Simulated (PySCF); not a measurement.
**Spectroscopy problems**

PySCF 2.14.0 with density-fitted response routines calculation with structure optimised with GFN2-xTB and GIAO PBE0/pcSseg-1 shieldings; one computed conformer, gas phase, averaged over atoms made equivalent by symmetry, fast rotation or ring inversion, relativity neglected.

Shifts are taken against calculated references (same method and geometry level): ¹H (31.72 ppm) and ¹³C (186.93 ppm) vs TMS. Splittings of carbon signals by F and P are missing where no couplings were computed. Where no couplings were computed, multiplicities follow the n + 1 count of equivalent neighbours, and m marks all less simple cases (inequivalent or close neighbours, rings, F or P nearby). Shifts are as computed. Against solution values, carbons near 30 ppm lie about +3 ppm off and those near 130 ppm about +5 ppm. Of 1211 compounds with measured shifts, 218 miss one by over three times the rms of a fit or turn the order of signals round; such compounds aren't used in these exercises.

(1) C$_{5}$H$_{5}$F$_{4}$OPSi. ¹H NMR (400 MHz, computed): δ 7.72 (m, 1H), 6.43 (m, 1H), 4.34 (s, 3H). ¹³C{¹H} NMR (computed): δ 185.8 (C), 152.6 (C), 130.8 (C), 125.1 (CH), 123.7 (C). What is it?

(2) C$_{5}$H$_{5}$F$_{3}$OSi. ¹H NMR (300 MHz, computed): δ 7.74 (m, 1H), 7.06 (m, 1H), 4.60 (s, 3H). ¹³C{¹H} NMR (computed): δ 157.9 (C), 151.8 (CH), 137.9 (C), 133.3 (C), 117.1 (CH). Identify the compound.

(3) C$_{8}$H$_{8}$O$_{4}$. ¹H NMR (400 MHz, computed): δ 4.45 (s, 3H), 1.83 (m, 1H), 1.44 (m, 2H), 1.02 (m, 2H). ¹³C{¹H} NMR (computed): δ 169.2, 167.5, 160.3, 128.6, 61.3, 12.1, 10.9. What is it?

Answers

(1) SMILES O=[P@H]1C=C(C(F)(F)F)C([SiH3])=C1F. 5 carbon signals for 5 carbons: no two carbons are equivalent. Carbon types of the structure: 4 × C, 1 × CH, leaving 4 H on heteroatoms. δC 185.8, 152.6, 123.7: fully substituted alkene carbon. δC 130.8: CF3 carbon; 3 electronegative neighbours deshield it. δC 125.1: alkene CH; the olefinic region. δH 6.43: hydrogen on an alkene CH; a vinylic proton, deshielded by the sp2 carbon and the C=C anisotropy.

The shifts were computed for this structure.

(2) `c1c(C(F)(F)F)c([SiH3])oc1`. Rings plus π bonds: 3 (1 ring in the answer). 5 carbon signals for 5 carbons: no two carbons are equivalent. Carbon types of the structure: 3 × C, 2 × CH, leaving 3 H on heteroatoms. δC 157.9: substituted aromatic carbon next to the ring oxygen. δC 151.8: aromatic CH next to the ring oxygen. δC 137.9: substituted aromatic carbon. δC 133.3: CF3 carbon; 3 electronegative neighbours deshield it.

The data come from this structure; uniqueness wasn't tested.

(3) SMILES C1C(C2=C(OC)C(=O)OC2=O)C1. The formula gives 5 degrees of unsaturation (2 rings in the answer). 7 carbon signals for 8 carbons: some carbons are equivalent by symmetry or fast rotation. Carbon types of the structure: 4 × C, 1 × CH, 2 × CH2, 1 × CH3, which accounts for all hydrogens. δC 169.2, 167.5: anhydride carbonyl carbon; lone-pair donation from the attached heteroatom keeps it upfield of a ketone carbonyl. δC 160.3: alkene carbon bearing oxygen; an sp2 carbon further deshielded by the attached heteroatom. δC 128.6: β carbon of a C=C–C=O unit; conjugation with the carbonyl draws π density from the β position. δC 61.3: methyl carbon bonded to O; deshielded by the electronegative neighbour.

The shifts were computed for this structure.
